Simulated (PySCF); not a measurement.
These are B3LYP-D3(BJ)/def2-TZVP // PBE0-D4/def2-SVP in PySCF values and carry that method's errors. Gas-phase values, no solvent. B3LYP has the VWN-RPA correlation part, as in Gaussian. Excitations are Tamm–Dancoff values on a coarser integration grid. The basis has no diffuse functions, so Rydberg states are missing or too high.

Reference species (SMILES): `[SiH3]c1cccc2c(Cl)cccc12` (neutral, multiplicity 1).

| Property | Result |
|---|---|
| dipole moment | 0.53 D |
| T1 excitation (TDA) | 2.87 eV |
| LUMO | -1.86 eV |

Changed species: `c1cc(cc2c1cc(cc2)[SiH3])Cl`.

### Question
What does the change do to the dipole moment, T1 excitation (TDA) and LUMO?

### Answer
the dipole moment increases by 0.18 D, to 0.71 D; the T1 excitation (TDA) goes up by 0.10 eV, to 2.97 eV; the LUMO rises by 0.09 eV, to -1.77 eV.
